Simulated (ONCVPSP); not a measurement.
**Which change was made? (As, ONCV)**

arsenic (As), optimised norm-conserving Vanderbilt (ONCV), made with ONCVPSP 4.0.1 (BLYP, scalar-relativistic). Core [Ar], reference 3d10 4s2 4p3. Waves: 4s: rc 1.60 bohr, ncon 5, nbas 9, qcut 4 1/bohr, 2 projectors, debl 1.6 Ha; 4p: rc 1.60 bohr, ncon 4, nbas 7, qcut 4.8 1/bohr, 2 projectors, debl 2.1 Ha; 3d: rc 0.65 bohr, ncon 5, nbas 10, qcut 19.1 1/bohr, 3 projectors, debl 3.2 Ha. Local part: polynomial inside 0.45 bohr (lpopt 5, dvloc0 0 Ha). Core correction: Teter function, fcfact 5.25, rcfact 1.55.

Cutoffs, loose and tight: the cutoffs (Ha) at which the residual kinetic energy of the hardest occupied pseudo-wave falls to 1 and 0.1 mHa per electron. They do not see the model core or the augmentation charge, which bear on the density cutoff. Test errors are all-electron minus pseudo excitation energies from the reference, over the configurations 3d10 4s2 4p2; 3d10 4s2 4p1; 3d10 4s2 4p0; 3d10 4s1 4p0; variants that change the core or the reference have their own tests.

The base gives: outcome: generated; cutoff, loose: 260 Ha; cutoff, tight: 830 Ha; bound ghosts: s, p, d; GHOST(+) flags above zero: s; largest test error (meV): -54.

**Question.** After one change the result is: outcome: generated; cutoff, loose: 1275 Ha; cutoff, tight: 1442 Ha; bound ghosts: s, p, d; GHOST(+) flags above zero: s, p; largest test error (meV): -55. Which change was it?
A. all radii but the core radius scaled by about 1.31 (s 2.10, p 2.10, d 0.86 bohr); local potential polynomial inside 0.60 bohr (lpopt 5, dvloc0 0 Ha)
B. all radii but the core radius scaled by about 0.90 (s 1.44, p 1.44, d 0.58 bohr); local potential polynomial inside 0.40 bohr (lpopt 5, dvloc0 0 Ha)
C. all radii but the core radius scaled by about 1.06 (s 1.70, p 1.70, d 0.68 bohr); local potential polynomial inside 0.48 bohr (lpopt 5, dvloc0 0 Ha)
D. all radii but the core radius scaled by about 0.81 (s 1.30, p 1.30, d 0.52 bohr); local potential polynomial inside 0.36 bohr (lpopt 5, dvloc0 0 Ha)

**Answer.** D. The others give: all radii but the core radius scaled by about 1.31 (s 2.10, p 2.10, d 0.86 bohr); local potential polynomial inside 0.60 bohr (lpopt 5, dvloc0 0 Ha) → outcome: generated; cutoff, loose: 150 Ha; cutoff, tight: 166 Ha; bound ghosts: s, p; GHOST(+) flags above zero: none; largest test error (meV): -75 | all radii but the core radius scaled by about 0.90 (s 1.44, p 1.44, d 0.58 bohr); local potential polynomial inside 0.40 bohr (lpopt 5, dvloc0 0 Ha) → outcome: generated; cutoff, loose: 898 Ha; cutoff, tight: 1112 Ha; bound ghosts: s, p, d; GHOST(+) flags above zero: s, p, d; largest test error (meV): 4 of 4 tests not solved or not reliable | all radii but the core radius scaled by about 1.06 (s 1.70, p 1.70, d 0.68 bohr); local potential polynomial inside 0.48 bohr (lpopt 5, dvloc0 0 Ha) → outcome: generated; cutoff, loose: 186 Ha; cutoff, tight: 726 Ha; bound ghosts: s, p, d; GHOST(+) flags above zero: d; largest test error (meV): -52.
